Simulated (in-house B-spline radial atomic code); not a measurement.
A fraction x of an electron is removed from 2p in the fluorine ion F⁺, starting from [He] 2s2 2p4 and keeping the highest spin. Computed with a radial B-spline atomic code at the basis-set limit: non-relativistic M06-2X, spin-polarised, spherical fractional occupations, point nucleus.

Caution: exact exchange at fractional occupations of open shells leaves self-interaction of up to several eV.

| x | E(x) - E(0) (eV) | 2p down level (eV) |
| --- | --- | --- |
| 0 | 0.0000 | -24.234 |
| 0.06 | 1.4791 | -25.070 |
| 0.14 | 3.5297 | -26.198 |
| 0.28 | 7.3377 | -28.208 |
| 0.39 | 10.5289 | -29.819 |
| 0.5 | 13.8988 | -31.456 |
| 0.58 | 16.4635 | -32.665 |
| 0.66 | 19.1255 | -33.888 |
| 0.79 | 23.6618 | -35.907 |
| 0.89 | 27.3313 | -37.485 |
| 1 | 31.5512 | - |

The exact functional would give a straight line between the two integer points. Deviations E(x) - E(0) - x[E(1) - E(0)], in eV: -0.414 at x = 0.06, -0.887 at x = 0.14, -1.497 at x = 0.28, -1.776 at x = 0.39, -1.877 at x = 0.5, -1.836 at x = 0.58, -1.698 at x = 0.66, -1.264 at x = 0.79, -0.749 at x = 0.89.

The curve lies below the straight line by up to 1.877 eV (at x = 0.5): convex, the delocalisation error, to which spherically averaged exact exchange adds.

(1) How well does Slater's transition state (minus the level at half occupation) give the ionisation energy?

Answers

(1) It gives 31.456 eV against 31.551 eV from the two total energies; NIST lists 34.97 eV, ground level to ground level. The end point has an open shell averaged over its orbitals, so its exact exchange keeps a self-interaction and this is no true integer point.
